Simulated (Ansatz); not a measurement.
Worked example: the barrier

An elementary step of BH2Cl2OF, singlet (BCl₂F ([F][B]([Cl])[Cl]) + H₂O → BHCl₂O ([OH][B]([Cl])[Cl]) + HF; bonds formed: F2–H5; dative contacts that become bonds: B1–O6; bonds broken: B1–F2, H5–O6). “Start” is the structure reached by relaxing down from the saddle towards the reactants; PBE0-D4/def2-TZVP structures. The saddle:

```
7
angstrom
B -0.4043 -0.1774 -0.2471
F -0.3281 -0.3511 1.3919
Cl 0.1199 -1.7025 -1.0068
Cl -1.9969 0.4692 -0.6569
H 0.4418 0.3849 1.0950
O 0.6695 0.8337 -0.0895
H 1.4980 0.5432 -0.4865
```

Computed with Ansatz 0.2.0 (basis: def2-TZVPP and def2-QZVPP); correlated methods freeze the cores.

Energies in eV:

| quantity | saddle | start |
| --- | --- | --- |
| Hartree–Fock, triple zeta (X = 3) | -30459.23208 | -30460.82349 |
| Hartree–Fock, quadruple zeta (X = 4) | -30460.15190 | -30461.75168 |
| MP2 correlation, X = 3 | -27.38433 | -26.89038 |
| MP2 correlation, X = 4 | -29.86506 | -29.37990 |
| CCSD(T) correlation, X = 3 | -29.32371 | -28.87556 |

(1) Work out the barrier at the basis limit: extrapolate Hartree–Fock as E(X) = E∞ + A exp(−7.88 √X) and the MP2 correlation as E(X) = E∞ + B X^−2.97 (the exponents that Neese and Valeev fitted for def2-TZVPP and QZVPP), then add CCSD(T) − MP2 in triple zeta.

T1 diagnostic: at most 0.011.

## Answers

(1) Each step is linear, so take the differences first (saddle − start): Hartree–Fock 1.59141 (X = 3) and 1.59978 (X = 4); MP2 correlation -0.49395 and -0.48516; CCSD(T) correlation -0.44815.
Two points give E∞ = E(4) + w [E(4) − E(3)], with w = 1/(exp(7.88 (2 − √3)) − 1) = 0.1377 for Hartree–Fock and w = 1/((4/3)^2.97 − 1) = 0.7407 for the correlation.
Hartree–Fock: 1.59978 + 0.1377 × 0.00837 = 1.6009 eV.
MP2 correlation: -0.48516 + 0.7407 × 0.00879 = -0.4786 eV.
CCSD(T) − MP2: -0.44815 − (-0.49395) = 0.0458 eV.
Sum: 1.6009 + (-0.4786) + 0.0458 = 1.1681 eV, or 26.94 kcal/mol. Plain CCSD(T) in triple zeta gives 1.1433 eV, so the larger basis shifts the result by 0.0248 eV.

The step is the kind of ligand exchange by which a precursor binds to a hydroxyl group, or is hydrolysed, in atomic layer deposition of oxides.

Labels in which every atom is bracketed show which atoms are joined, not bond orders.

For scale, one of the runs: CCSD(T)/def2-TZVPP, 205 basis functions (an equivalent command: `ansatz run in.yaml --threads 4`). Time: 70 s of wall clock on 4 CPU threads; the host was shared. Peak host memory: 2.7 GiB.
